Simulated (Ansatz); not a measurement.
Sn₁₀H₁₅⁺, a cluster with a defect cut from the lattice of tin (one cap removed), relaxed as a singlet with RKS PBE-D4/def2-SVP in Ansatz, starting from a model built from a lattice or polyhedron. Force threshold 0.03 eV/Å.

In the def2 sets Sn takes a core potential; there is no spin–orbit coupling.

Start:

```xyz
25

Sn   -0.9953    1.3421   -2.8930
Sn   -0.7278   -2.8580   -1.0639
Sn    2.9578   -0.1388   -1.0756
Sn    0.5339    3.1564    1.0279
Sn    0.7880   -1.0572    2.8508
Sn   -3.1709    0.4275    1.0363
Sn    0.6641   -0.9002   -2.5260
Sn   -1.7442    2.3943   -0.3919
Sn   -1.4829   -1.8067    1.3834
Sn    2.1926    0.9076    1.4139
H    -2.4335    0.8797   -3.7926
H    -0.1588    2.5475   -3.7711
H    -2.1535   -3.3123   -1.9745
H     0.2493   -4.2324   -0.8532
H     3.8037    1.0614   -1.9815
H     3.9532   -1.5194   -0.8462
H     1.3926    4.3465    0.1543
H     0.0832    3.7768    2.5536
H     1.7748   -2.4030    3.0912
H     0.3078   -0.4076    4.3675
H    -4.5675   -0.0496    0.1543
H    -3.6129    1.0624    2.5560
H     1.1151   -1.5678   -4.0423
H    -2.3725   -3.0194    2.3244
H     3.6036    1.3702    2.2983
```

(1) Estimate the energy that the relaxation releases and the steps that it takes.

(2) Does the start keep its bonding?

(3) Predict the relaxed structure.

Results:

(1) 35.2 kJ/mol, in 5 steps; 24 s on 2 threads of AMD EPYC 7R13 on a shared host and a share (18 GiB) of an NVIDIA H100 80GB HBM3. No frequencies were taken in this run, so the end may be a saddle point.

(2) By distances, no bond broke or formed. The bond that changes most is Sn2–Sn9, from 2.77 to 2.82 Å (atoms count from 1).

(3) 
```xyz
25

Sn   -0.971    1.303   -3.002
Sn   -0.805   -2.889   -1.120
Sn    3.002   -0.100   -1.124
Sn    0.627    3.177    1.084
Sn    0.773   -1.034    2.929
Sn   -3.214    0.347    1.096
Sn    0.704   -0.958   -2.513
Sn   -1.526    2.071   -0.351
Sn   -1.458   -1.879    1.429
Sn    2.237    0.844    1.420
H    -2.451    0.899   -3.794
H    -0.165    2.599   -3.809
H    -2.236   -3.291   -2.000
H     0.184   -4.290   -0.903
H     3.829    1.131   -2.009
H     4.024   -1.475   -0.894
H     1.378    4.400    0.123
H     0.041    3.826    2.573
H     1.784   -2.409    3.200
H     0.272   -0.344    4.431
H    -4.606   -0.016    0.140
H    -3.658    1.104    2.582
H     1.086   -1.485   -4.124
H    -2.446   -2.994    2.325
H     3.594    1.464    2.310
```
Bond lengths (bridged metal pairs left out): 12 × Sn–Sn 2.81 to 2.86 Å; 15 × H–Sn 1.73 to 1.74 Å.
